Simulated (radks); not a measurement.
The numbers below are computed, except where a source is named.
The arsenic anion As3-, configuration [Kr].

Level of theory: scalar-relativistic Kohn-Sham, LDA (Slater exchange, Perdew-Wang correlation), spin-polarised, spherical densities, finite nucleus; Fermi nuclear charge, rms radius 4.0968 fm; Watson sphere of charge +3 and radius 2.52 bohr (a radial shooting solver on a logarithmic mesh with Libxc functionals).

Energy parts (Ry; the electron-nucleus part includes the sphere):
| part | energy |
|---|---|
| total | -4597.70858 |
| kinetic | 4604.58413 |
| electron-nucleus | -11059.52168 |
| Hartree | 2020.45948 |
| exchange-correlation | -163.23051 |

Orbitals (lengths in bohr, moments of r in powers of bohr):
| orbital | occ. | eigenvalue (Ry) | <r^2> |
|---|---|---|---|
| 1s | 2 | -859.6305 | 0.002794 |
| 2s | 2 | -108.9277 | 0.04865 |
| 2p | 6 | -95.59480 | 0.03854 |
| 3s | 2 | -13.77145 | 0.4149 |
| 3p | 6 | -9.65053 | 0.4502 |
| 3d | 10 | -2.85991 | 0.5977 |
| 4s | 2 | -1.16315 | 4.662 |
| 4p | 6 | -0.52463 | 7.550 |

The highest occupied level is 4p at -7.138 eV. The electron density at the nucleus is 3.581e+04 e/bohr^3 (large components only). Summed over all electrons, <r^2> = 64.47 bohr^2, which gives a Langevin (diamagnetic) susceptibility term of -51.1 x 10^-6 cm^3/mol.
